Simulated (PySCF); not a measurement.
C5H7BO, SMILES C=C=C1OCB1C. Heavy atoms are numbered as in [CH2:1]=[C:2]=[C:3]1[O:4][CH2:5][B:6]1[CH3:7]. Hydrogens are named by the atom that carries them.

Geometry optimised at B3LYP-D3(BJ)/def2-SVP. This is a generated structure with no PubChem entry under its InChIKey; it may be hypothetical.

The numbers are results of B3LYP/pcSseg-1 (PySCF), not measurements.

GIAO shieldings, no solvent; atoms alike by connectivity are averaged. δ = σ(ref) − σ: ¹³C against TMS (σ = 181.3 ppm); ¹⁷O against H2O (σ = 333.8 ppm); ¹¹B against BF3 (σ = 86.3 ppm); ¹H against TMS (σ = 31.68 ppm), references at their B3LYP-D3(BJ)/def2-TZVP geometries, non-relativistic.

| nucleus | atoms | count | δ (ppm) |
|---|---|---|---|
| ¹³C | C2 | 1 | 221.0 |
| ¹³C | C3 | 1 | 150.3 |
| ¹³C | C1 (CH2) | 1 | 89.3 |
| ¹³C | C5 (CH2) | 1 | 81.0 |
| ¹³C | C7 (CH3) | 1 | 7.6 |
| ¹⁷O | O4 | 1 | 104.7 |
| ¹¹B | B6 | 1 | 73.1 |
| ¹H | H on C1 | 2 | 5.80 |
| ¹H | H on C5 | 2 | 4.64 |
| ¹H | H on C7 | 3 | 1.40 |
